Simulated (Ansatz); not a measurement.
`[CH3][Zr]12345678([Cl])([C@H]9[C@@H]1[C@@H]2[C@@H]3[C@H]94)[C@H]1[C@@H]5[C@@H]6[C@@H]7[C@H]18`. Total charge 0; spin multiplicity 1. Zr takes the def2 core potential. The geometry is a stationary point of PBE0-D4/def2-TZVP.

```xyz
26

C     1.084   -1.168    1.690
Zr    0.474    0.135   -0.061
Cl    2.659    0.999   -0.629
C     1.027   -1.707   -1.701
C     0.427   -0.672   -2.449
C    -0.913   -0.556   -2.036
C    -1.144   -1.522   -1.029
C     0.054   -2.239   -0.832
C     0.212    1.965    1.679
C    -0.859    1.066    1.876
C    -1.687    1.121    0.739
C    -1.124    2.055   -0.166
C     0.039    2.584    0.428
H     0.285   -1.765    2.141
H     1.865   -1.858    1.352
H     1.512   -0.535    2.474
H     2.062   -2.008   -1.760
H     0.924   -0.053   -3.181
H    -1.640    0.141   -2.426
H    -2.077   -1.696   -0.514
H     0.202   -3.043   -0.129
H     1.039    2.124    2.353
H    -1.009    0.440    2.742
H    -2.596    0.560    0.587
H    -1.529    2.336   -1.126
H     0.712    3.297   -0.022
```

Q: What is the dipole moment at ωB97M-V/def2-TZVPP? (An estimate is asked.)

A: Ansatz gave: 3.49 D, with components (-3.45, -0.28, -0.44) D in this frame, pointing from negative to positive charge.

Q: And with PBE, r2SCAN, B3LYP? (Best estimate.)

A: Computed: PBE 3.18 D, r2SCAN 3.33 D, B3LYP 3.39 D.

Q: Give the Mulliken charges with ωB97M-V, PBE, B3LYP in def2-TZVPP. (Best estimate.)

A: Ansatz gave: 
| atom | ωB97M-V | PBE | B3LYP |
| --- | --- | --- | --- |
| C1 | -0.59 | -0.50 | -0.52 |
| Zr2 | 0.20 | 0.24 | 0.46 |
| Cl3 | -0.25 | -0.29 | -0.33 |
| C4 | -0.10 | -0.09 | -0.12 |
| C5 | -0.06 | -0.06 | -0.10 |
| C6 | -0.17 | -0.15 | -0.16 |
| C7 | -0.10 | -0.10 | -0.13 |
| C8 | -0.13 | -0.11 | -0.12 |
| C9 | -0.11 | -0.09 | -0.12 |
| C10 | -0.09 | -0.09 | -0.11 |
| C11 | -0.13 | -0.12 | -0.14 |
| C12 | -0.17 | -0.15 | -0.18 |
| C13 | -0.07 | -0.06 | -0.08 |
| H14 | 0.12 | 0.09 | 0.08 |
| H15 | 0.13 | 0.10 | 0.10 |
| H16 | 0.13 | 0.10 | 0.09 |
| H17 | 0.14 | 0.13 | 0.14 |
| H18 | 0.15 | 0.14 | 0.15 |
| H19 | 0.13 | 0.12 | 0.13 |
| H20 | 0.13 | 0.12 | 0.13 |
| H21 | 0.14 | 0.13 | 0.14 |
| H22 | 0.14 | 0.13 | 0.14 |
| H23 | 0.14 | 0.13 | 0.14 |
| H24 | 0.13 | 0.12 | 0.13 |
| H25 | 0.13 | 0.12 | 0.13 |
| H26 | 0.15 | 0.14 | 0.15 |

B3LYP here is the variant with VWN-RPA as its local correlation; programs differ in this.
